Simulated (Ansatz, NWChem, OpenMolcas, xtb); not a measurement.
**Loss of SiH4: SiH2(SiH3)Br → SiHBr + SiH4**

Species: SiH2(SiH3)Br, singlet; SiHBr `[SiH]Br`, singlet; SiH4 (silane) `[SiH4]`, singlet. 

Shapes, held fixed at every level: PBE0-D4/def2-TZVP. Programs: Ansatz 0.2.0, NWChem 7.3.0, OpenMolcas 26.06, xtb 6.7.1. A level may come from different programs for different species; with the same settings they agree closely. Electronic energies: no zero-point or thermal term.

| level | kind | ΔE (kJ/mol) |
| --- | --- | --- |
| GFN2-xTB | semi-empirical | +135.9 |
| HF/STO-3G | Hartree–Fock | +252.7 |
| HF/3-21G | Hartree–Fock | +146.2 |
| HF/def2-SVP | Hartree–Fock | +167.9 |
| B3LYP/6-31G* (spherical functions) | global hybrid | +169.8 |
| PBE0/def2-SVP | global hybrid | +198.5 |

PBE0/def2-SVP gives ΔE = +198.5 kJ/mol; the levels span +135.9 to +252.7. GFN2-xTB strays far from the other rows. The median of the levels is +168.9. No measured value is set beside it here. Relativity is left out for Br. Rows in sets without polarisation functions are far from converged.
